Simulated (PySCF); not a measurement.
**From computed data to an observable: oscillator strength and radiative lifetime**

In(Cl)(OMe)(NH2) (CH5ClInNO), SMILES C[O][In]([Cl])[NH2].

Coordinates come from a B3LYP-D3(BJ)/def2-SVP optimisation. The structure was generated by enumeration; whether it is a known compound was not checked. The def2 effective core potentials stand for the cores of In; spin–orbit coupling is left out. One conformer was computed; it need not be the lowest.

TDDFT-PBE/def2-SVPD run with PySCF puts the first singlet state with f over 0.02 at 3.99 eV (vertical), with the transition dipole (-0.329, -0.093, -0.615) in atomic units.

### Question
Find the oscillator strength, the wavelength and the radiative lifetime that this transition would have in vacuum if emission retraced absorption.

### Answer

|μ|² = 0.4951 au, so |μ| = 1.79 D. ΔE = 3.99/27.211 = 0.1466 hartree. f = (2/3) ΔE |μ|² = 0.048 (the program prints 0.048).
λ = 1239.84/3.99 = 311 nm; ν = 32182 cm⁻¹.
Einstein's coefficient A = 0.6670 ν² f s⁻¹ (ν in cm⁻¹) = 3.3e7 s⁻¹, so τ = 1/A = 30 ns. This state is S2; the lower singlet has f = 0.002. The figure is the radiative limit of this one transition; relaxation, internal conversion, crossing to triplets and a medium change what is measured.
